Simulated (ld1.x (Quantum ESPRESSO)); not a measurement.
# Transferability test, TM potential for La

lanthanum (La), norm-conserving Troullier–Martins (Kleinman–Bylander form), made with ld1.x (Quantum ESPRESSO) 7.5 (BLYP, scalar-relativistic). Core [Kr] 4d10 5s2, reference 4f0 5p6 5d1 6s0 6p0 (charge +2). Waves: 6s (bound, empty): rc 3.65 bohr; 5p (bound): rc 2.25 bohr; 4f (bound, empty): rc 1.40 bohr; 5d (bound): rc 2.20 bohr. Local part: the d channel. Core correction: none.

Energies are relative to the spin-unpolarised reference configuration 4f0 5p6 5d1 6s0 6p0; without spin polarisation the order of configurations can differ from experiment. Not all tests gave a result: 3 of 7 tests not solved or not reliable. Left out of the table: 4f0 5p6 5d1 6s1 6p0 (pseudo-atom not self-consistent, printed error +14 meV); 4f0 5p6 5d0 6s2 6p1 (pseudo-atom not self-consistent, printed error +85 meV); 4f0 5p6 5d1 6s1.5 6p0 (pseudo-atom not self-consistent, printed error +23 meV).

Give the all-electron excitation energy and the error of the potential for: 4f0 5p6 5d1 6s2 6p0; 4f0 5p6 5d0 6s0 6p0; 4f0 5p6 5d1 6s0 6p2; 4f0 5p6 5d1 6s0 6p1.

```tsv
valence configuration	charge	ΔE all-electron (eV)	error AE − PS (meV)
4f0 5p6 5d1 6s2 6p0	0	-16.832	+31
4f0 5p6 5d0 6s0 6p0	+3	18.867	+23
4f0 5p6 5d1 6s0 6p2	0	-11.871	+165
4f0 5p6 5d1 6s0 6p1	+1	-7.952	+122
```

ld1.x printed “convergence not achieved” for 1 of the counted tests; its residual had stalled under 1e-8, short of the target of 1e-14.

Note: ghost state, extra bound levels that the all-electron valence spectrum of the same l lacks: s at -29.4 eV. A true bound ghost makes a file unfit for plane-wave use.
